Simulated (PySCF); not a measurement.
Input for PySCF: R-B3LYP/6-311+G** on ClH7Si2 (a complex), monomers drawn apart or pushed together.

```python
from pyscf import gto, scf, dft, mp
from pyscf.data.elements import chemcore

mol = gto.M(
    atom='''
    Cl   -0.08021070    0.57078754    0.20848289
    H    -0.29665679    1.26334517    1.27030651
    Si    0.50716931   -1.49233756    5.19415659
    Si   -0.14401880    0.66364737    5.85047982
    H     1.75696548   -1.43205831    4.40274250
    H    -0.56060421   -2.12807719    4.38944045
    H     0.74435903   -2.30549200    6.41200250
    H    -1.39438235    0.62150152    6.64548920
    H    -0.40047259    1.52866809    4.66569227
    H     0.91714279    1.31719477    6.65305169
    ''',
    basis='6-311+g**',
    charge=0, spin=0, verbose=3, max_memory=1800)
mf = dft.RKS(mol, xc='b3lyp')
mf.conv_tol = 1e-8
mf.max_cycle = 100
mf.kernel()
if not mf.converged:
    mf = mf.newton().run(mf.mo_coeff, mf.mo_occ)
```

Problem. What total energy does the run end on?

Solution. -1043.4723 hartree.
